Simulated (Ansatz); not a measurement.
Consider the formal exchange of groups at the Si–C bond: `O[SiH](O)C[SiH2]Cl` + `[AlH3]` → `O[SiH](O)[AlH2]` + `C[SiH2]Cl`.

Calculated with Ansatz (gas phase, PBE0-D4/def2-TZVP geometries, no zero-point term in ΔE). CBS: MP2 limit from def2 TZ/QZ plus the TZ coupled-cluster correction, frozen cores. This one scheme is used for every species. DFT in def2-TZVPP. Each species was taken in one conformer, which may not be the lowest.

| species | PBE0-D4 energy (Eh) |
| --- | --- |
| `O[SiH](O)C[SiH2]Cl` | -1231.65318 |
| `[AlH3]` | -244.08005 |
| `O[SiH](O)[AlH2]` | -685.13649 |
| `C[SiH2]Cl` | -790.58236 |

Work out ΔE.

ΔE = (-685.13649) + (-790.58236) − (-1231.65318) − (-244.08005) = 0.01438 Eh = +37.8 kJ/mol. CCSD(T)/CBS gives +46.5 kJ/mol.

Largest T1 diagnostic among the species: 0.013.

From PBE to PBE0 (25 % exact exchange), in def2-TZVPP and without D4, ΔE moves by +9.0 kJ/mol. The D4 term adds +13.8 kJ/mol with B3LYP and +7.7 kJ/mol with PBE0; it sums over pairs of atoms, weighted by their polarisabilities, and B3LYP, whose exchange is more repulsive, gets the larger term.

B3LYP here is the variant with VWN-RPA as its local correlation; programs differ in this.
